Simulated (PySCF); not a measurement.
C₂H₃Cl₃F₂Si₂, SMILES C(=C\[SiH](F)F)/[Si](Cl)(Cl)Cl. The structure is a stationary point at r2SCAN-D4/def2-SVP. The structure was generated by enumeration; whether it is a known compound was not checked. One conformer was computed; it need not be the lowest.

Computed equilibrium geometry at r2SCAN-D4/def2-SVP (PySCF confirms it by a frequency run) as a Z-matrix (one conformer of several):
```
C
C 1 1.3492
H 2 1.1005 1 118.88
H 1 1.1013 2 119.12 3 179.95
Si 1 1.8534 4 116.47 2 179.83
Si 2 1.8543 3 120.09 1 -179.90
F 6 1.6150 2 109.87 3 -62.19
F 6 1.6166 7 107.62 2 116.14
H 6 1.4785 7 107.86 8 117.51
Cl 5 2.0529 1 109.92 4 -59.56
Cl 5 2.0541 1 109.73 4 59.54
Cl 5 2.0546 1 110.28 4 179.88
```
Charge 0, spin multiplicity 1.
